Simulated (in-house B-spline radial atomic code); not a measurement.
Values are calculated unless marked as measured or tabulated.
## Ni ion on Cu atom: potential, deflection and energy transfer

The pair potential comes from two frozen, spherical free-atom densities (PBE, B-spline radial code, scalar-relativistic past argon): electrostatics plus the change in Thomas-Fermi kinetic and Dirac exchange energy where they overlap, the recipe behind the universal ZBL potential, which averages such potentials (from solid-state densities) over many pairs. It is written V = (Z1 Z2 e²/r) φ(r/a), with e² = 14.3996 eV·Å and a = 0.46850 Å/(Z1^0.23 + Z2^0.23); ZBL's fit is φ = 0.18175 e^(−3.1998x) + 0.50986 e^(−0.94229x) + 0.28022 e^(−0.4029x) + 0.02817 e^(−0.20162x). Where φ falls below 4e-4 it is continued as an exponential.

Masses 58.69 and 63.55 u.

| x = r/a | φ, this pair | φ, ZBL |
| --- | --- | --- |
| 0.1 | 0.8943 | 0.8928 |
| 0.5 | 0.6261 | 0.6096 |
| 1.5 | 0.3157 | 0.2995 |
| 3 | 0.1395 | 0.1292 |
| 5 | 0.05476 | 0.05224 |
| 8 | 0.01705 | 0.01705 |
| 12 | 0.004234 | 0.00474 |
| 17 | 0.001037 | 0.001212 |

(1) At x = 5 the electrostatic, kinetic and exchange parts are -279.89, 1584.49 and -123.33 eV. Find r, V and φ.

(2) The ion comes in at 20.75 keV with impact parameter 0.0542 Å. The scattering integral gives a centre-of-mass angle of 141° and a closest approach of 2.213 a. What are the reduced energy, the energy passed on and the laboratory angles?

Results:

(1) a = 0.46850/(2.1520 + 2.1695) = 0.10841 Å, so r = 0.54206 Å. V = -279.89 + 1584.49 + (-123.33) = 1181.27 eV. The bare repulsion is 28 × 29 × 14.3996/0.54206 = 21570 eV, so φ = 0.0548, +4.8 % against ZBL's 0.0522. The kinetic (Pauli) term is 134 % of V here, as the other two terms together attract.

(2) ε = E a M2/(Z1 Z2 e² (M1 + M2)) = 20750 × 4.8203e-06 = 0.1. The most that one collision can pass on is γE with γ = 4 M1 M2/(M1 + M2)² = 0.9984. Here T = γE sin²(θ/2) = 0.9984 × 20750 × 0.8884 = 18400 eV. The ion turns by arctan(sin θ/(cos θ + M1/M2)) = 76.9°, and the struck atom leaves at (180° − θ)/2 = 19.5°. The closest approach is 0.240 Å. With ZBL the angle would be 139.86° and T = 18270 eV.
